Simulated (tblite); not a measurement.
Species: C₆H₅F₃S.
Atom-mapped SMILES: `[CH:1]#[C:2][C@@H:3]1[CH2:4][C@@H:5]([C:6]([F:7])([F:8])[F:9])[S:10]1` (hydrogens: H11 on C1; H12 on C3; H13, H14 on C4; H15 on C5)

Computed with GFN2-xTB (tblite), gas phase: L-BFGS steps from a force-field or distance-geometry start until the largest atomic force falls under 0.01 eV/Å.

Step 85: E = -891.5516 eV
```
atom  x, y, z in Å  |  force x, y, z in eV/Å
C1      3.3558    0.3739    0.4334    0.011  -0.039  -0.016
C2      2.3060   -0.1825    0.2791    0.007   0.009  -0.019
C3      1.0146   -0.7761    0.0854   -0.015  -0.002   0.011
C4      0.1584   -0.1064   -1.0049   -0.014   0.004  -0.007
C5     -0.8875    0.5079   -0.0716   -0.021  -0.010   0.005
C6     -2.3183    0.1264   -0.3978   -0.005   0.014   0.005
F7     -2.7067    0.7002   -1.5545   -0.003  -0.025   0.007
F8     -2.4967   -1.1903   -0.5536    0.029   0.023   0.002
F9     -3.1850    0.5312    0.5364   -0.014   0.009   0.009
S10    -0.2108   -0.3249    1.4168   -0.008   0.019  -0.024
H11     4.3008    0.8137    0.5519   -0.015   0.016   0.026
H12     1.0897   -1.8605    0.0015    0.020  -0.011   0.009
H13     0.7058    0.6354   -1.5847    0.002  -0.004  -0.017
H14    -0.2829   -0.8356   -1.6846    0.021   0.007  -0.009
H15    -0.8477    1.5957    0.0192    0.003  -0.010   0.018
```

Step 86: E = -891.5518 eV
```
atom  x, y, z in Å  |  force x, y, z in eV/Å
C1      3.3618    0.3636    0.4335    0.028  -0.038  -0.019
C2      2.3090   -0.1869    0.2789   -0.012   0.010  -0.028
C3      1.0123   -0.7704    0.0858   -0.004  -0.001  -0.005
C4      0.1583   -0.0962   -1.0042    0.003   0.002  -0.007
C5     -0.8917    0.5128   -0.0717   -0.005  -0.004  -0.002
C6     -2.3189    0.1193   -0.3975   -0.017   0.011   0.008
F7     -2.7096    0.6799   -1.5599    0.004  -0.026   0.004
F8     -2.4881   -1.2001   -0.5418    0.024   0.031   0.006
F9     -3.1897    0.5283    0.5312   -0.014  -0.003   0.010
S10    -0.2077   -0.3103    1.4180   -0.016   0.006  -0.010
H11     4.3113    0.7951    0.5502   -0.030   0.011   0.027
H12     1.0805   -1.8556   -0.0001    0.013  -0.002   0.019
H13     0.7080    0.6498   -1.5770   -0.005  -0.009  -0.015
H14    -0.2788   -0.8222   -1.6906    0.026   0.018  -0.001
H15    -0.8612    1.6010    0.0172    0.005  -0.007   0.011
```

Step 87: E = -891.5521 eV
```
atom  x, y, z in Å  |  force x, y, z in eV/Å
C1      3.3652    0.3571    0.4359    0.003  -0.051  -0.025
C2      2.3106   -0.1891    0.2775    0.001   0.027  -0.028
C3      1.0113   -0.7667    0.0845   -0.003  -0.002  -0.022
C4      0.1575   -0.0906   -1.0055    0.020  -0.003   0.000
C5     -0.8945    0.5153   -0.0731    0.027   0.005  -0.004
C6     -2.3194    0.1157   -0.3963   -0.018   0.011   0.013
F7     -2.7126    0.6666   -1.5616   -0.001  -0.009  -0.021
F8     -2.4830   -1.2046   -0.5325    0.011  -0.003   0.009
F9     -3.1910    0.5281    0.5298   -0.025  -0.006   0.021
S10    -0.2050   -0.3008    1.4170   -0.021  -0.013   0.012
H11     4.3163    0.7838    0.5543   -0.018   0.017   0.029
H12     1.0773   -1.8520   -0.0028    0.002  -0.001   0.026
H13     0.7079    0.6572   -1.5752   -0.004  -0.003  -0.015
H14    -0.2764   -0.8152   -1.6953    0.019   0.017   0.001
H15    -0.8686    1.6032    0.0155    0.007   0.014   0.003
```

Q: Estimate the geometry and energy of step 88. (The exact step hangs on the optimiser's Hessian estimate; all steps are aligned on step 87, rigid shifts and turns removed.)

A: E = -891.5524 eV, largest force 0.078 eV/Å
```
atom  x, y, z in Å  |  force x, y, z in eV/Å
C1      3.3743    0.3412    0.4347   -0.020  -0.067  -0.035
C2      2.3144   -0.1954    0.2756    0.018   0.049  -0.019
C3      1.0078   -0.7591    0.0856    0.011  -0.001  -0.032
C4      0.1584   -0.0756   -1.0040    0.028  -0.003  -0.007
C5     -0.9004    0.5226   -0.0733    0.029   0.018  -0.016
C6     -2.3211    0.1061   -0.3958   -0.021  -0.002   0.003
F7     -2.7173    0.6370   -1.5700    0.013  -0.011   0.005
F8     -2.4701   -1.2180   -0.5159    0.003   0.017   0.017
F9     -3.1995    0.5227    0.5225   -0.009  -0.021   0.005
S10    -0.2026   -0.2812    1.4191   -0.019  -0.024   0.019
H11     4.3309    0.7574    0.5499   -0.034   0.011   0.029
H12     1.0645   -1.8456   -0.0013   -0.012   0.019   0.028
H13     0.7119    0.6786   -1.5629   -0.012  -0.012  -0.004
H14    -0.2685   -0.7941   -1.7050    0.017   0.024   0.014
H15    -0.8872    1.6112    0.0129    0.008   0.003  -0.007
```

The energy changes by -0.0003 eV. The first-order estimate −F·Δx gives -0.0005 eV and the mean of the old and new forces, exact on a quadratic surface, -0.0003 eV. The step makes an angle of 87° with the force vector and moves no atom by more than 0.031 Å.

What follows is the cost of the whole relaxation. The run took 1.5 s wall on one thread, Arm Neoverse N1 (aarch64), shared host.
